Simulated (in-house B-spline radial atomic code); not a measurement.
Successive ionisation energies of scandium; each step leads to the configuration of the next row (after the last: [He] 2s2 2p5). Dirac energy differences include first-order Breit, QED and recoil terms. NIST's values go from ground level to ground level; the uncertainty of those that are theory runs from under 0.1 % in few-electron ions to several per cent in heavy many-electron ones. Computed with a radial B-spline atomic code at the basis-set limit: Dirac-Hartree-Fock, average of the configuration, finite nuclei.

| ion | configuration | ionisation energy (eV) | tabulated value (eV) | computed minus tabulated (eV) | highest orbital | largest mean radius (bohr) |
| --- | --- | --- | --- | --- | --- | --- |
| Sc | [Ar] 3d1 4s2 | 5.5 | 6.56149 | -1.0 | 4s1/2 | 3.938 |
| Sc+ | [Ar] 3d1 4s1 | ? | ? | ? | ? | ? |
| Sc2+ | [Ar] 3d1 | 23.7 | 24.75684 | -1.0 | 3d5/2 | 1.5531 |
| Sc3+ | [Ne] 3s2 3p6 | 72.5 | 73.4894 | -1.0 | 3p3/2 | 1.1366 |
| Sc4+ | [Ne] 3s2 3p5 | 91.7 | 91.95 | -0.2 | 3p3/2 | 1.0965 |
| Sc5+ | [Ne] 3s2 3p4 | ? | ? | ? | ? | ? |
| Sc6+ | [Ne] 3s2 3p3 | 133.4 | 137.99 | -4.5 | 3p3/2 | 1.0283 |
| Sc7+ | [Ne] 3s2 3p2 | 155.8 | 158.08 | -2.3 | 3p3/2 | 0.99839 |
| Sc8+ | [Ne] 3s2 3p1 | 179.1 | 180.03 | -0.9 | 3p3/2 | 0.97069 |
| Sc9+ | [Ne] 3s2 | 222.9 | 225.18 | -2.3 | 3s1/2 | 0.93319 |
| Sc10+ | [Ne] 3s1 | ? | ? | ? | ? | ? |
| Sc11+ | [He] 2s2 2p6 | 686.1 | 687.36 | -1.3 | 2p3/2 | 0.33654 |

**Question.** Fill in the row of Sc+.

**Answer.** ionisation energy (eV): 12.1; tabulated value (eV): 12.79977; computed minus tabulated (eV): -0.7; highest orbital: 4s1/2; largest mean radius (bohr): 3.4967.

**Question.** Fill in the row of Sc5+.

**Answer.** ionisation energy (eV): 112.1; tabulated value (eV): 110.68; computed minus tabulated (eV): 1.4; highest orbital: 3p3/2; largest mean radius (bohr): 1.0608.

**Question.** Fill in the row of Sc10+.

**Answer.** ionisation energy (eV): 249.2; tabulated value (eV): 249.798; computed minus tabulated (eV): -0.6; highest orbital: 3s1/2; largest mean radius (bohr): 0.91303.

**Question.** Where is the largest jump?

**Answer.** From Sc2+ to Sc3+, by a factor of 3.05 (23.742 to 72.489 eV); the highest orbital goes from 3d5/2 to 3p3/2.

Where a p, d or f electron is removed, the computed value is a mean over both j, so it misses the tabulated one by a part of the spin-orbit splitting; averaging over terms and missing correlation add to the gap, relatively most at low charge.
